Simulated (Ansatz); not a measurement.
Mulliken charges of C3H4BClS, SMILES `CC#CB(S)Cl` from PBE/def2-TZVPP in Ansatz (PBE0-D4/def2-TZVP geometry).

| atom | x (Å) | y (Å) | z (Å) | charge (e) |
| --- | --- | --- | --- | --- |
| C1 | -0.184 | -1.831 | 1.455 | -0.315 |
| C2 | -0.118 | -0.675 | 0.592 | -0.145 |
| C3 | -0.070 | 0.294 | -0.130 | 0.131 |
| B4 | 0.001 | 1.493 | -1.031 | 0.108 |
| S5 | 1.280 | 1.545 | -2.284 | -0.134 |
| Cl6 | -1.154 | 2.809 | -0.849 | -0.132 |
| H7 | -0.446 | -1.540 | 2.475 | 0.124 |
| H8 | -0.949 | -2.527 | 1.098 | 0.124 |
| H9 | 0.771 | -2.361 | 1.480 | 0.122 |
| H10 | 0.953 | 2.740 | -2.804 | 0.117 |

**Question.** By hand: the dipole of these point charges (1 e Å = 4.8032 D).

**Answer.** Σ q r = (0.079, -0.175, 0.041) e Å, of length 0.196 e Å = 0.94 D.

**Question.** How does the dipole of the full density compare? (Estimate.)

**Answer.** Ansatz gave: (0.042, -0.340, 0.190) e Å, 1.88 D; the point charges give 0.50 times that, at 23° from its direction.

Point charges leave out the atoms' own dipoles, such as those of lone pairs, and Mulliken's split depends on the basis, so the two needn't agree.
